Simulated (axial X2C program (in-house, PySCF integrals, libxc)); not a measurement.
**Low determinants of CdH⁻ at the PBE0 level, with spin–orbit coupling**

Calculated with an axial X2C code built on PySCF integrals. Two-component (2c) means X2C with spin–orbit coupling and atomic mean-field two-electron Coulomb and Gaunt terms. Basis: Cd dyall-acv3z [13s13p9d5f3g], H dyall-av3z [7s3p2d] (cores contracted in-house); Gaussian nuclei, density fitting, unrestricted open shells. Masses: Cd 113.903 u, H 1.008 u.

Search at 1.956 Å (vertical energies from the lowest determinant):

```
ΔE (eV)  state  electrons beyond evenly filled partner blocks  electrons in ±ω = 1/2, 3/2, 5/2, 7/2
   0.00  Ω = 0                                           none                             32 14 4 0
   1.03  Ω = 2                               ω = 1/2, ω = 3/2                             31 15 4 0
   1.10  Ω = 1                                    2 × ω = 1/2                             32 14 4 0
   1.11  Ω = 1                              ω = -1/2, ω = 3/2                             31 15 4 0
   4.13  Ω = 3                               ω = 1/2, ω = 5/2                             31 14 5 0
   4.17  Ω = 2                              ω = -1/2, ω = 5/2                             31 14 5 0
```

Lowest determinant, Ω = 0 (closed shell): Re = 1.948 Å, ωe = 977.2 cm⁻¹.

The determinant in row 2 of the search, Ω = 2 (⟨Sz⟩ = 1.00, ⟨Lz⟩ = 1.00 at PBE0), was followed along the bond at PBE0; measured from the minimum of the lowest determinant it gives:

Te = 0.932 eV (7518 cm⁻¹), Re = 1.767 Å, ωe = 1435.0 cm⁻¹.

Compare the bond of the determinant in row 2 with that of the lowest one.

At PBE0 its Re is 0.181 Å shorter and its force constant, which goes as ωe², is 2.16 times that of the lowest determinant. T0 ≈ Te + Δωe/2 = 7518 + (229) = 7747 cm⁻¹.

The search compares states at one distance, so a state with another bond length can lie lower; it is not exhaustive and yields mostly the lowest determinant of each block pattern, so other components and higher states of one pattern are missing. These are energies of single determinants, not of spin-adapted states; PBE0 term energies can be off by some tenths of an eV, and the functional has no current term. Open-shell Ω = 0 determinants with evenly filled partner blocks cannot be reached by this program, so the Ω shown need not be the lowest component. For an anion, determinants above electron detachment are held by the basis set. The highest occupied level of some functionals is positive through self-interaction error; at Hartree–Fock it is bound. Row 1 has a positive highest level at its minimum. Row 2 has a positive highest level at its minimum.
